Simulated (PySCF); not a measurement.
## $^{15}$N chemical shifts

Calculated, not measured (PySCF 2.14): shieldings: GIAO PBE0/pcSseg-1, GFN2-xTB geometry. No solvent, rapidly exchanging positions averaged, non-relativistic Hamiltonian, a single conformation.

Shieldings were converted by a linear fit to measured shifts: $^{15}$N (scatter 6.3 ppm rms vs CH3NO2, solution or neat liquid). Occasional misses reach two or three times the rms, and more in compound classes unlike the fitted ones.

Task: Give the $^{15}$N shifts of `C#CCn1ncc(C)c1C`, `C=Cc1cn[nH]c1C1CC1`, `Cn1nc(C(F)(F)F)cc1Cl`, `C=CCn1cc(C=C)cn1`, `Cc1ccc(F)cn1`.

Result: 
```csv
compound,environment,δ (ppm)
[CH:1]#[C:2][CH2:3][n:4]1[n:5][cH:6][c:7]([CH3:8])[c:9]1[CH3:10],N5: pyridine-type nitrogen of an azole,-77.5
[CH:1]#[C:2][CH2:3][n:4]1[n:5][cH:6][c:7]([CH3:8])[c:9]1[CH3:10],N4: pyrrole-type ring nitrogen,-183.5
[CH2:1]=[CH:2][c:3]1[cH:4][n:5][nH:6][c:7]1[CH:8]1[CH2:9][CH2:10]1,N5: pyridine-type nitrogen of an azole,-86.3
[CH2:1]=[CH:2][c:3]1[cH:4][n:5][nH:6][c:7]1[CH:8]1[CH2:9][CH2:10]1,N6: pyrrole-type ring nitrogen,-193.5
[CH3:1][n:2]1[n:3][c:4]([C:5]([F:6])([F:7])[F:8])[cH:9][c:10]1[Cl:11],N3: pyridine-type nitrogen of an azole,-71.1
[CH3:1][n:2]1[n:3][c:4]([C:5]([F:6])([F:7])[F:8])[cH:9][c:10]1[Cl:11],N2: pyrrole-type ring nitrogen,-182.0
[CH2:1]=[CH:2][CH2:3][n:4]1[cH:5][c:6]([CH:7]=[CH2:8])[cH:9][n:10]1,N10: pyridine-type nitrogen of an azole,-72.8
[CH2:1]=[CH:2][CH2:3][n:4]1[cH:5][c:6]([CH:7]=[CH2:8])[cH:9][n:10]1,N4: pyrrole-type ring nitrogen,-174.3
Cc1ccc(F)cn1,pyridine-type ring nitrogen,-59.8
```

Task: Match the shifts -41.8, -112.9, -335.2 ppm to `C#Cc1cncpc1C=O`, `C=CN=C=O`, `N#C[C@H]1CC=C1F`.

Result: -41.8: C#Cc1cncpc1C=O (pyridine-type ring nitrogen); -112.9: N#C[C@H]1CC=C1F (nitrile nitrogen); -335.2: C=CN=C=O (heterocumulene nitrogen).
